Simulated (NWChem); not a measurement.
System: C$_{3}$H$_{5}$F; SMILES C=C(C)F

NWChem input:

```
start job
memory heap 200 mb stack 900 mb global 1100 mb
geometry units angstroms noautoz
  C     -1.063545    -0.977506     0.000000
  C     -0.056970    -0.089990     0.000000
  C     -0.137888     1.400678     0.000000
  F      1.225359    -0.529701     0.000000
  H     -2.105078    -0.631446     0.000000
  H     -0.857390    -2.056758     0.000000
  H      0.376567     1.816342     0.891758
  H     -1.187949     1.745199     0.000000
  H      0.376567     1.816342    -0.891758
end
basis spherical
  C library def2-svp
  F library def2-svp
  H library def2-svp
end
dft
  xc slater vwn_5
  iterations 150
end
tddft
  nroots 8
  notriplet
end
task tddft energy
```

Excerpt of the output:

```
             Northwest Computational Chemistry Package (NWChem) 7.3.0
             --------------------------------------------------------

 CS  symmetry detected

                             Geometry "geometry" -> ""
                             -------------------------

 Output coordinates in angstroms (scale by  1.889725989 to convert to a.u.)

  No.       Tag          Charge          X              Y              Z
 ---- ---------------- ---------- -------------- -------------- --------------
    1 C                    6.0000    -0.96715832    -1.07322776     0.00000000
    2 C                    6.0000    -0.05077598    -0.09285983     0.00000000
    3 C                    6.0000    -0.27493949     1.38307701     0.00000000
    4 F                    9.0000     1.26795233    -0.40697615     0.00000000
    5 H                    1.0000    -2.03718785    -0.82912669     0.00000000
    6 H                    1.0000    -0.65797930    -2.12759634     0.00000000
    7 H                    1.0000     0.19707401     1.84637363     0.89175800
    8 H                    1.0000    -1.35330906     1.62482459     0.00000000
    9 H                    1.0000     0.19707401     1.84637363    -0.89175800

 Effective nuclear repulsion energy (a.u.)     117.1352124178

      Symmetry information
      --------------------

 Group name             Cs
 Group number              2
 Group order               2
 No. of unique centers     8

                                 NWChem DFT Module
                                 -----------------

 Summary of "ao basis" -> "ao basis" (spherical)
 ------------------------------------------------------------------------------
       Tag                 Description            Shells   Functions and Types
 ---------------- ------------------------------  ------  ---------------------
 C                          def2-svp                 6       14   3s2p1d
 F                          def2-svp                 6       14   3s2p1d
 H                          def2-svp                 3        5   2s1p

      Symmetry analysis of basis
      --------------------------

        a'         57
        a"         24

            General Information
            -------------------
          SCF calculation type: DFT
          Wavefunction type:  closed shell.
          No. of atoms     :     9
          No. of electrons :    32
           Alpha electrons :    16
            Beta electrons :    16
          Charge           :     0
          Spin multiplicity:     1
          Use of symmetry is: off; symmetry adaption is: on
          Maximum number of iterations: 150
          AO basis - number of functions:    81
                     number of shells:    39
          Convergence on energy requested:  1.00D-06
          Convergence on density requested:  1.00D-05
          Convergence on gradient requested:  5.00D-04

              XC Information
              --------------
                        Slater Exchange Functional  1.000 local
                      VWN V Correlation Functional  1.000 local

             Grid Information
             ----------------
          Grid used for XC integration:  medium
          Radial quadrature: Mura-Knowles
          Angular quadrature: Lebedev.
          Tag              B.-S. Rad. Rad. Pts. Rad. Cut. Ang. Pts.
          ---              ---------- --------- --------- ---------
          C                   0.70       49          10.0       434
          F                   0.50       49           9.0       434
          H                   0.35       45          11.0       434
          Grid pruning is: on
          Number of quadrature shells:   421
          Spatial weights used:  Erf1

      Superposition of Atomic Density Guess
      -------------------------------------

 Sum of atomic energies:        -214.66333799

      Non-variational initial energy
      ------------------------------

 Total energy =    -216.697217
 1-e energy   =    -524.736220
 2-e energy   =     190.903790
 HOMO         =      -0.285262
 LUMO         =       0.047952

      Symmetry analysis of molecular orbitals - initial
      -------------------------------------------------

  Numbering of irreducible representations:

     1 a'          2 a"

  Orbital symmetries:

[...]

                                NWChem TDDFT Module
                                -------------------

            General Information
            -------------------
           No. of orbitals :     162
            Alpha orbitals :      81
             Beta orbitals :      81
        Alpha frozen cores :       0
         Beta frozen cores :       0
     Alpha frozen virtuals :       0
      Beta frozen virtuals :       0
         Spin multiplicity :       1
    Number of AO functions :      81
        Use of symmetry is : off
      Symmetry adaption is : on
         Schwarz screening :  0.10D-07

              XC Information
              --------------
                 Slater Exchange Functional   1.00 local
               VWN V Correlation Functional   1.00 local

             TDDFT Information
             -----------------
          Calculation type : TDDFT
         Wavefunction type : Restricted singlets
          No. of electrons :      32
           Alpha electrons :      16
            Beta electrons :      16
              No. of roots :       8
          Max subspacesize :    5600
            Max iterations :     100
               Target root :       1
           Target symmetry : none
      Symmetry restriction : off
                 Algorithm : Optimal
        Davidson threshold :  0.10D-03

    8 smallest eigenvalue differences (eV)
--------------------------------------------------------
  No. Spin  Occ  Vir  Irrep   E(Occ)    E(Vir)   E(Diff)
--------------------------------------------------------
    1    1   16   17 a'       -0.222    -0.022     5.437
    2    1   16   18 a"       -0.222     0.040     7.114
    3    1   16   19 a"       -0.222     0.063     7.743
    4    1   15   17 a"       -0.311    -0.022     7.872
    5    1   16   20 a"       -0.222     0.085     8.359
    6    1   14   17 a"       -0.340    -0.022     8.661
    7    1   16   21 a'       -0.222     0.107     8.951
    8    1   13   17 a'       -0.354    -0.022     9.028
--------------------------------------------------------

  Entering Davidson iterations
  Restricted singlet excited states

  Iter   NTrls   NConv    DeltaV     DeltaE      Time
  ----  ------  ------  ---------  ---------  ---------
    1      8       0     0.34E+00   0.10+100        2.1
    2     16       0     0.11E+00   0.20E-01        2.1
    3     32       0     0.29E-01   0.12E-01        3.5
    4     48       0     0.95E-02   0.85E-03        3.9
    5     64       0     0.39E-02   0.33E-04        3.6
    6     80       1     0.20E-02   0.60E-05        3.5
    7     94       3     0.93E-03   0.16E-05        3.3
    8    104       6     0.39E-03   0.39E-06        2.5
    9    108       7     0.17E-03   0.58E-07        1.5
   10    110       8     0.94E-04   0.97E-08        1.2
  ----  ------  ------  ---------  ---------  ---------
  Convergence criterion met

  Ground state a'       -215.246431013621 a.u.

  ----------------------------------------------------------------------------
  Root   1 singlet a"             0.263302198 a.u.                7.1648 eV
  ----------------------------------------------------------------------------
     Transition Moments    X  0.00000   Y -0.00000   Z -0.02410
     Dipole Oscillator Strength                    0.0001019616
     Electric Quadrupole                           0.0000001012
     Magnetic Dipole                               0.0000005225
     Total Oscillator Strength                     0.0001025852

     Occ.   16  a"  ---  Virt.   18  a'   0.99754 X
     Occ.   16  a"  ---  Virt.   19  a'   0.05219 X
  ----------------------------------------------------------------------------
  Root   2 singlet a'             0.273714741 a.u.                7.4482 eV
  ----------------------------------------------------------------------------
     Transition Moments    X  0.83774   Y  1.20655   Z  0.00000
     Dipole Oscillator Strength                    0.3937074732
     Electric Quadrupole                           0.0000003931
     Magnetic Dipole                               0.0000000022
     Total Oscillator Strength                     0.3937078685

     Occ.   11  a"  ---  Virt.   17  a"   0.11379 X
     Occ.   14  a'  ---  Virt.   23  a'  -0.06148 X
     Occ.   16  a"  ---  Virt.   17  a"   0.96620 X
     Occ.   16  a"  ---  Virt.   17  a"  -0.15084 Y
     Occ.   16  a"  ---  Virt.   21  a"   0.20534 X
  ----------------------------------------------------------------------------
  Root   3 singlet a"             0.287647034 a.u.                7.8273 eV
  ----------------------------------------------------------------------------
     Transition Moments    X  0.00000   Y  0.00000   Z -0.21991
     Dipole Oscillator Strength                    0.0092739250
     Electric Quadrupole                           0.0000001613
     Magnetic Dipole                               0.0000004942
     Total Oscillator Strength                     0.0092745805

     Occ.   16  a"  ---  Virt.   18  a'  -0.05166 X
     Occ.   16  a"  ---  Virt.   19  a'   0.99508 X
     Occ.   16  a"  ---  Virt.   20  a'  -0.06107 X
  ----------------------------------------------------------------------------
  Root   4 singlet a"             0.293769545 a.u.                7.9939 eV
  ----------------------------------------------------------------------------
     Transition Moments    X  0.00000   Y  0.00000   Z -0.02775
     Dipole Oscillator Strength                    0.0001508009
     Electric Quadrupole                           0.0000000358
     Magnetic Dipole                               0.0000025938
     Total Oscillator Strength                     0.0001534305

[...]
```

Level: LDA (Slater exchange, VWN5)/def2-SVP, full TDDFT. Structure relaxed at the PBE-D3(BJ)/def2-SVP level.
